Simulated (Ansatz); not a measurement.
Total energies of C$_{2}$H$_{3}$BClF$_{3}$O, SMILES `FC(F)(F)COBCl`.

| atom | x (Å) | y (Å) | z (Å) |
| --- | --- | --- | --- |
| F1 | -2.3211 | -0.9797 | -0.5666 |
| C2 | -1.3975 | -0.4153 | 0.2195 |
| F3 | -1.5325 | -0.9200 | 1.4438 |
| F4 | -1.6578 | 0.8933 | 0.2875 |
| C5 | -0.0211 | -0.6761 | -0.3579 |
| O6 | 0.9596 | -0.0977 | 0.4595 |
| B7 | 1.6185 | 1.0108 | 0.0788 |
| Cl8 | 2.7834 | 1.6927 | 1.1850 |
| H9 | -0.0027 | -0.2727 | -1.3742 |
| H10 | 0.1321 | -1.7561 | -0.3899 |
| H11 | 1.4391 | 1.5209 | -0.9855 |

Charge 0, multiplicity 1. The geometry is a stationary point of PBE0-D4/def2-TZVP. It is one conformer, not always the lowest. Basis def2-TZVPP, Ansatz.

RPA on PBE orbitals: Hartree–Fock energy of these orbitals -935.06616 Eh, correlation -2.44245 Eh (frozen core).

```json
{"functional": "LDA (SPW92)", "energy without D4 (Eh)": "-933.23872", "D4 term (kJ/mol)": "–"}
{"functional": "revPBE", "energy without D4 (Eh)": "-937.88307", "D4 term (kJ/mol)": "-76.4"}
{"functional": "B3LYP", "energy without D4 (Eh)": "-938.15016", "D4 term (kJ/mol)": "-36.4"}
{"functional": "HSE06 (plane-wave form)", "energy without D4 (Eh)": "-937.46433", "D4 term (kJ/mol)": "-17.9"}
{"functional": "BHLYP", "energy without D4 (Eh)": "-937.93118", "D4 term (kJ/mol)": "-25.7"}
{"functional": "CAM-B3LYP", "energy without D4 (Eh)": "-938.00558", "D4 term (kJ/mol)": "-19.4"}
{"functional": "ωB97X-V", "energy without D4 (Eh)": "-937.91618", "D4 term (kJ/mol)": "–"}
{"functional": "ωB97M-V", "energy without D4 (Eh)": "-937.98427", "D4 term (kJ/mol)": "–"}
{"functional": "B2PLYP", "energy without D4 (Eh)": "-937.70651", "D4 term (kJ/mol)": "–"}
{"functional": "PBE-QIDH", "energy without D4 (Eh)": "-937.34981", "D4 term (kJ/mol)": "–"}
```

Problem. Give the same for PBE, BLYP, r2SCAN, B97M-V, PBE0, r2SCANh, r2SCAN0, LC-ωPBE. (Estimate.)

Solution. The calculation gave: 
```
functional  energy without D4 (Eh)  D4 term (kJ/mol)
       PBE              -937.44469             -22.9
      BLYP              -938.04819             -50.8
    r2SCAN              -937.88622              -6.1
    B97M-V              -937.89730                 –
      PBE0              -937.49288             -19.3
   r2SCANh              -937.85976              -6.4
   r2SCAN0              -937.82207              -7.0
   LC-ωPBE              -937.73190                 –
```

B3LYP takes the VWN-RPA correlation (the form of Gaussian; ORCA's B3LYP/G). HSE06 is the plane-wave form, built on full-range PBE exchange. The double hybrids freeze the cores in their second-order part.

LC-ωPBE has ω = 0.4 bohr⁻¹.
